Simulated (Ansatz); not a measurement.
Start from `[CH3][SnH2][CH2]Cl` and change one atom or group to get `[BH2][SnH2][CH2]Cl`.

Ansatz, PBE0-D4/def2-TZVP geometries, multiplicity 1. Each molecule was computed in one conformer, which needn't be the lowest.

Elements past krypton have def2 core potentials.

```tsv
property	`[CH3][SnH2][CH2]Cl`
size of the dipole moment (B3LYP/def2-TZVPP) / D	1.53
LUMO energy (ωB97M-V/def2-TZVPP) / eV	1.35
HOMO energy (PBE/def2-TZVPP) / eV	-6.31
HOMO–LUMO gap (PBE0/def2-TZVPP) / eV	7.53
HOMO–LUMO gap (PBE/def2-TZVPP) / eV	5.46
HOMO energy (ωB97M-V/def2-TZVPP) / eV	-9.73
```

Question: What does the change do to each property? (Estimate.)

Answer: Computed: 
```json
{"property": "size of the dipole moment (B3LYP/def2-TZVPP) / D", "`[BH2][SnH2][CH2]Cl`": "1.99", "shift": "0.46"}
{"property": "LUMO energy (ωB97M-V/def2-TZVPP) / eV", "`[BH2][SnH2][CH2]Cl`": "0.61", "shift": "-0.74"}
{"property": "HOMO energy (PBE/def2-TZVPP) / eV", "`[BH2][SnH2][CH2]Cl`": "-6.17", "shift": "0.14"}
{"property": "HOMO–LUMO gap (PBE0/def2-TZVPP) / eV", "`[BH2][SnH2][CH2]Cl`": "6.20", "shift": "-1.33"}
{"property": "HOMO–LUMO gap (PBE/def2-TZVPP) / eV", "`[BH2][SnH2][CH2]Cl`": "4.25", "shift": "-1.21"}
{"property": "HOMO energy (ωB97M-V/def2-TZVPP) / eV", "`[BH2][SnH2][CH2]Cl`": "-9.33", "shift": "0.40"}
```

With PBE0 the HOMO rises by 0.32 eV and the LUMO falls by 1.02 eV, so the gap narrows by about 1.34 eV. PBE moves the HOMO by 0.14 eV and ωB97M-V by 0.40 eV. Dipoles are sizes alone; their direction can turn.

B3LYP here is the variant with VWN-RPA as its local correlation; programs differ in this.
